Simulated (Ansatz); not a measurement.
CH8OSiSn can be A, `C[SiH](O)[SnH3]`, or B, `[CH3][SnH2][SiH2]O`.

Isolated molecules relaxed with PBE0-D4/def2-TZVP in Ansatz; ΔE leaves out vibrations. CCSD(T)/CBS adds triple-zeta CCSD(T) − MP2 to the extrapolated MP2 energy (def2 sets, frozen cores). Functionals use def2-TZVPP. B3LYP here is the variant with VWN-RPA as its local correlation; programs differ in this. def2 core potentials past Kr. For Sn outer-core shells are correlated without core-valence functions, which leaves a few kJ/mol of doubt a bond. One conformer a species, not always the lowest.

Question: Which is lower in electronic energy at CCSD(T)/CBS, and by how much? (Estimate.)

Answer: Computed: A, by 4.8 kcal/mol.

Question: Give E(B) − E(A) in kcal/mol with r2SCAN-D4, B3LYP, ωB97M-V, B3LYP-D4, CCSD/def2-TZVPP, CCSD(T)/def2-TZVPP, PBE-D4. (Estimate.)

Answer: The calculation gave: r2SCAN-D4 6.8, B3LYP 5.6, ωB97M-V 6.6, B3LYP-D4 6.1, CCSD/def2-TZVPP 5.4, CCSD(T)/def2-TZVPP 5.3, PBE-D4 6.3. None reverses the order clearly.

Largest T1 diagnostic: 0.013.
